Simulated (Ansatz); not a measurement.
`[GeH3][GeH2][GeH2][GeH3]` + H–F → `[F][GeH2][GeH3]` + `[GeH3][GeH3]` at 500 K and 1 bar (cleavage of the Ge–Ge bond).

Isolated molecules relaxed with PBE0-D4/def2-TZVP in Ansatz; ΔE leaves out vibrations. CCSD(T)/CBS adds triple-zeta CCSD(T) − MP2 to the extrapolated MP2 energy (def2 sets, frozen cores). This one scheme is used for every species. For Ge outer-core shells are correlated without core-valence functions, which leaves a few kJ/mol of doubt a bond. Scalar relativity is left out up to krypton. Each species was taken in one conformer, which may not be the lowest.

| species | CCSD(T)/CBS energy (Eh) | H − E (kJ/mol) | S (J/(mol·K)) |
| --- | --- | --- | --- |
| `[GeH3][GeH2][GeH2][GeH3]` | -8310.47331 | 276.8 | 562.3 |
| H–F | -100.39570 | 39.4 | 188.7 |
| `[F][GeH2][GeH3]` | -4255.04883 | 149.1 | 394.8 |
| `[GeH3][GeH3]` | -4155.81928 | 158.3 | 351.1 |

H − E and S are ideal-gas, rigid-rotor, harmonic terms from PBE0-D4/def2-TZVP, for one conformer and one mirror image of each species. 1 Eh = 2625.50 kJ/mol, R = 8.31446 J/(mol·K).

Q: By hand: ΔE, ΔH, ΔS and ΔG.

A: ΔE = (-4255.04883) + (-4155.81928) − (-8310.47331) − (-100.39570) = 0.00090 Eh = 2.4 kJ/mol. Δ(H − E) = 149.1 + 158.3 − 276.8 − 39.4 = -8.8, so ΔH = -6.4 kJ/mol. ΔS = 394.8 + 351.1 − 562.3 − 188.7 = -5.1 J/(mol·K). ΔG = -6.4 − 500 × (-5.1)/1000 = -3.9 kJ/mol.

Q: By hand: the equilibrium constant, and the temperature at which ΔG would vanish if ΔH and ΔS stayed fixed.

A: log₁₀ K = −ΔG/(RT ln 10) = 0.4. ΔG = 0 at ΔH/ΔS = 1255 K, though so small a ΔH makes that figure unsure.

TΔS isn't small against ΔH here. The sign of ΔG lies within the doubt. A doubt of 5 kJ/mol in ΔE shifts log₁₀ K by 0.5 here. Other conformers and mirror images would add mixing entropy, several J/(mol·K) or more a flexible species. Modes under 60 cm⁻¹, often nearly free rotors, make the harmonic entropy too high. These are equilibria of isolated gas molecules and say nothing of rates. Largest T1 diagnostic: 0.012 (customary marks: 0.02 for closed shells, 0.045 for open ones).
